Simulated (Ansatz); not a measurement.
Molecular dynamics of C4H8AlN

Input:

```yaml
crystal:
  periodic: [false, false, false]
  atoms:
    - { symbol: C, position_ang: [2.786591, 1.478468, -1.714556] }
    - { symbol: C, position_ang: [1.866061, 1.030001, -1.047527] }
    - { symbol: Al, position_ang: [0.459851, 0.350326, -0.010756] }
    - { symbol: C, position_ang: [0.145746, 0.79417, 1.823268] }
    - { symbol: "N", position_ang: [-0.589549, -0.761956, -0.843107] }
    - { symbol: C, position_ang: [-1.774658, -1.464714, -0.292323] }
    - { symbol: H, position_ang: [3.605559, 1.877272, -2.307962] }
    - { symbol: H, position_ang: [0.452421, -0.021688, 2.500907] }
    - { symbol: H, position_ang: [-0.921556, 0.9885, 2.02547] }
    - { symbol: H, position_ang: [0.704224, 1.693104, 2.132629] }
    - { symbol: H, position_ang: [-0.444047, -1.029456, -1.846647] }
    - { symbol: H, position_ang: [-1.666102, -2.576105, -0.314935] }
    - { symbol: H, position_ang: [-1.922332, -1.167655, 0.766962] }
    - { symbol: H, position_ang: [-2.715008, -1.219569, -0.842624] }
magnetization:
  spin_polarized: true
basis:
  gaussian: { orbitals: STO-3G }
hamiltonian:
  xc: pbe
  dispersion: d4
md:
  timestep: 0.5
  n_steps: 248
  ensemble: nvt_langevin
  temperature: 1500.0
  initial_velocities: maxwell_boltzmann
  seed: 321100
  friction: 0.02
```

Run as:

```bash
$ ansatz run input.yaml --threads 1 --pin off --max-ram 2048MiB --backend cpu --events-out ev --progress --plain --runs-dir out
```

It starts from a relaxed structure.

Output, in part (step lines, the closing report, with atoms numbered from 0):

```
md step     0: t =     0.00 fs  T =  1392.9 K  F+E_penalty+E_count = -12203.22141141 eV  E_kin = 2.520570 eV  (28 SCF iters)
[... lines left out ...]
Total energy: -12201.02474512 eV, -448.3793892315 hartree
Atom 0 at     2.628552     2.897559    -2.059796 Å, force     2.147855    -0.576913    -0.533343 eV/Å
Atom 1 at     1.944559     2.218817    -1.314162 Å, force    -2.662575    -2.383599     2.309407 eV/Å
Atom 2 at     0.988882     0.876339    -0.145108 Å, force    -1.187015    -0.043991    -0.843021 eV/Å
Atom 3 at     0.863069     0.823370     1.814921 Å, force     0.222117    -1.041179    -2.859877 eV/Å
Atom 4 at    -0.151538    -0.359606    -0.848842 Å, force     1.779372    -2.839796     4.708493 eV/Å
Atom 5 at    -0.831026    -1.734502    -0.216889 Å, force     1.007927     4.490127     0.646996 eV/Å
Atom 6 at     3.639211     2.892617    -2.500180 Å, force    -0.584569     1.074817    -0.409983 eV/Å
Atom 7 at     1.854723     0.907525     2.191347 Å, force     1.215931     0.211425     1.194802 eV/Å
Atom 8 at     0.420433    -0.140284     2.092588 Å, force    -0.002154    -0.024327     0.258691 eV/Å
Atom 9 at     0.236435     1.625882     2.133601 Å, force    -0.679515     1.052219     0.723769 eV/Å
Atom 10 at    -0.764147    -0.318359    -1.606028 Å, force    -1.795184     1.093748    -4.082038 eV/Å
Atom 11 at    -0.496283    -2.702663    -0.545653 Å, force     1.362693    -0.987507    -0.470003 eV/Å
Atom 12 at    -0.923342    -1.678533     0.884915 Å, force     0.800126    -0.195521     0.194559 eV/Å
Atom 13 at    -1.859076    -1.687019    -0.511189 Å, force    -1.625010     0.170496    -0.838452 eV/Å
Dipole moment:    -0.150269    -0.330815     0.085619 e Å
```

The steps, from the saved trajectory:

| time (fs) | T (K) | potential energy less start (eV) |
| --- | --- | --- |
| 0.0 | 1393 | 0.000 |
| 4.0 | 981 | 0.672 |
| 8.0 | 553 | 1.852 |
| 12.0 | 717 | 1.814 |
| 16.0 | 1048 | 1.871 |
| 20.0 | 1335 | 1.700 |
| 24.0 | 1165 | 1.338 |
| 28.0 | 1066 | 1.728 |
| 32.0 | 867 | 2.010 |
| 36.0 | 1270 | 1.437 |
| 40.0 | 1117 | 1.780 |
| 44.0 | 945 | 2.077 |
| 48.0 | 1326 | 1.599 |
| 52.0 | 1091 | 1.722 |
| 56.0 | 1004 | 1.510 |
| 60.0 | 904 | 1.590 |
| 64.0 | 771 | 1.898 |
| 68.0 | 1016 | 1.740 |
| 72.0 | 1308 | 1.751 |
| 76.0 | 1027 | 2.362 |
| 80.0 | 1085 | 2.472 |
| 84.0 | 1404 | 2.058 |
| 88.0 | 1705 | 1.371 |
| 92.0 | 1813 | 1.223 |
| 96.0 | 1323 | 1.616 |
| 100.0 | 1395 | 1.907 |
| 104.0 | 1352 | 2.111 |
| 108.0 | 1640 | 1.522 |
| 112.0 | 1655 | 1.638 |
| 116.0 | 1821 | 1.686 |
| 120.0 | 1615 | 1.846 |
| 124.0 | 1590 | 2.197 |

All steps were run. A run of 0.12 ps of so small a system gives no equilibrium averages. Limits of this set-up: minimal basis.

The same pairs are bonded in the first frame and the last. Pairs count as bonded within 1.25 times the sum of covalent radii (0.12 Å more for H–H).

Last frame:

```xyz
14
Properties=species:S:1:pos:R:3
C 2.629 2.898 -2.060
C 1.945 2.219 -1.314
Al 0.989 0.876 -0.145
C 0.863 0.823 1.815
N -0.151 -0.360 -0.849
C -0.831 -1.734 -0.217
H 3.639 2.893 -2.500
H 1.855 0.907 2.191
H 0.420 -0.140 2.093
H 0.236 1.626 2.134
H -0.764 -0.318 -1.606
H -0.496 -2.703 -0.546
H -0.923 -1.679 0.885
H -1.859 -1.687 -0.511
```

Run time: 16 min on 1 CPU thread of a shared host.
